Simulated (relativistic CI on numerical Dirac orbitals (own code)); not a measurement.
# Spin-allowed bands of a d2 ion in an octahedral site, by hand

Problem. Take Δ = 20280 cm⁻¹ and B = 520 cm⁻¹ for a d2 ion in an octahedral site. Calculate the three spin-allowed bands.

Working.
1. The terms of highest spin are 3F (energy 0) and 3P (15B = 7800 cm⁻¹). Here the F term splits into A2 at +1.2Δ = 24336, T2 at +0.2Δ = 4056 and T1 at −0.6Δ = -12168 cm⁻¹.
2. The two T1 states mix through the element 0.4Δ: H = [[-12168, 8112], [8112, 7800]], with roots ½(H₁₁ + H₂₂) ∓ ½√[(H₂₂ − H₁₁)² + 4H₁₂²] = ½(-4368) ∓ ½(25728) = -15048 and 10680 cm⁻¹.
3. The ground term is 3T1 at -15048 cm⁻¹.
4. Bands: 3T2 19104 cm⁻¹ (523 nm), 3T1(P) 25728 cm⁻¹ (389 nm), 3A2 39384 cm⁻¹ (254 nm).

Check. Exact diagonalisation of the whole d2 shell with these parameters gives 3T2 19104, 3T1 25728, 3A2 39384 cm⁻¹. The match is exact, since without spin-orbit coupling no other term has this spin. The ratio of the second band to the first, 1.347, depends on Δ/B = 39.0 alone, which is how a Tanabe-Sugano diagram is read.
